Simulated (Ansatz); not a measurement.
# Relaxing a trial structure of C2H8Ge

The starting geometry of this gas-phase triplet was optimised with GFN2-xTB as a singlet; its bonds are those of `C[CH2][GeH3]`.

```yaml
atoms:
  - { symbol: C, position_ang: [-1.0297, 1.5410, -0.1614] }
  - { symbol: C, position_ang: [-0.2158, 0.5270, 0.6319] }
  - { symbol: Ge, position_ang: [0.1552, -1.1144, -0.3993] }
  - { symbol: H, position_ang: [-0.4989, 1.8341, -1.0657] }
  - { symbol: H, position_ang: [-1.9881, 1.1161, -0.4562] }
  - { symbol: H, position_ang: [-1.2196, 2.4360, 0.4292] }
  - { symbol: H, position_ang: [-0.7493, 0.2592, 1.5461] }
  - { symbol: H, position_ang: [0.7316, 0.9736, 0.9402] }
  - { symbol: H, position_ang: [0.9630, -2.0977, 0.3871] }
  - { symbol: H, position_ang: [-1.1087, -1.7999, -0.8105] }
  - { symbol: H, position_ang: [0.9121, -0.8144, -1.6538] }
```

Predict what it relaxes into with B3LYP-D3(BJ)/def2-SVP.

It falls apart into C2H5 + GeH3. Contacts that open: C2–Ge3 (1.97 → 3.89 Å).

The energy falls by 4.44 eV over 23 steps:

```
step  E − E(last) (eV)
   1             4.439
   3             1.425
   6             0.153
   8             0.033
  11             0.004
  13             0.001
  16             0.000
  18             0.000
  21             0.000
  23             0.000
```

Final geometry (Å):

```yaml
atoms:
  - { symbol: C, position_ang: [-0.9987, 1.5537, -0.0717] }
  - { symbol: C, position_ang: [-0.2789, 1.0963, 1.1454] }
  - { symbol: Ge, position_ang: [0.2691, -1.9935, -1.1532] }
  - { symbol: H, position_ang: [-0.3303, 1.6205, -0.9465] }
  - { symbol: H, position_ang: [-1.8362, 0.8850, -0.3323] }
  - { symbol: H, position_ang: [-1.4392, 2.5657, 0.0603] }
  - { symbol: H, position_ang: [-0.8105, 0.5963, 1.9594] }
  - { symbol: H, position_ang: [0.7664, 1.3667, 1.3163] }
  - { symbol: H, position_ang: [0.9716, -2.2851, 0.1940] }
  - { symbol: H, position_ang: [-1.2515, -1.7933, -0.9464] }
  - { symbol: H, position_ang: [0.8899, -0.7520, -1.8377] }
```

No frequencies were run, so the end isn't proven a minimum. Open shells are spin-unrestricted. The triplet needn't be the ground state. Run with Ansatz 0.2.0, 78 s on 2 threads of AMD EPYC 7R43 64-Core Processor (Zen 3), with other jobs on the host.
